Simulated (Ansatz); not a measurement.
Basis-set extrapolation for CH2AlFO (`O=[CH][AlH][F]`) (PBE0-D4/def2-TZVP geometry, frozen core, Ansatz 0.2.0). Multiplicity 1, RHF reference.

```tsv
	def2-TZVPP	def2-QZVPP
HF	-455.397313	-455.414858
MP2 correlation	-0.708765	-0.768084
CCSD(T) correlation	-0.750474	not run
```

Energies in hartree. Use E(X) = E(∞) + A·exp(−7.88·√X) for Hartree–Fock and E(X) = E(∞) + B·X^(−2.97) for correlation, with X = 3 and 4, and add CCSD(T) minus MP2 of the smaller set to the MP2 limit.

What is the CCSD(T) energy at the basis-set limit?

HF limit: -455.414858 + (-0.017545) × 0.13774 = -455.41727. MP2 limit: -0.768084 + (-0.059319) × 0.74074 = -0.81202. Higher-order term: -0.750474 − (-0.708765) = -0.04171. Total: -456.27100 hartree, 3.35 eV below CCSD(T)/def2-TZVPP.
